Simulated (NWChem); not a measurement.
Atomisation of C$_{2}$H$_{6}$F$_{2}$Si

```
Si
F 1 1.6463
H 1 1.5008 2 107.17
C 1 1.8754 3 112.55 2 -119.35
H 4 1.1089 1 110.54 3 62.22
H 4 1.1091 5 107.82 1 -121.92
H 4 1.1096 5 107.76 6 -116.55
C 1 1.9024 3 109.29 2 117.01
F 8 1.3942 1 110.74 3 -48.36
H 8 1.1158 9 109.35 1 122.19
H 8 1.1168 10 106.60 9 -118.01
```
Charge 0, spin multiplicity 1.

All runs are NWChem calculations. Structure: optimised with PBE/def2-SVP, a minimum by its harmonic frequencies. It is one conformer; others weren't searched.

Basis set: def2-TZVP. The atomisation energy is electronic alone: no zero-point, thermal, spin-orbit or counterpoise terms. No value is extrapolated to the basis-set limit. Free atoms are single determinants with multiplicities C 3, Si 3, F 2, H 2.

B3LYP has NWChem's definition, with VWN1-RPA local correlation. The structure started from a generated list of species. The stability of the SCF solutions was not checked.

### Question
For the atomisation energy, BHandHLYP gives 954.6 kcal/mol and M06-2X gives 988.8 kcal/mol. What do B3LYP, PBE, PBE0 give?

### Answer
B3LYP: 979.9 kcal/mol; PBE: 999.0 kcal/mol; PBE0: 982.4 kcal/mol.
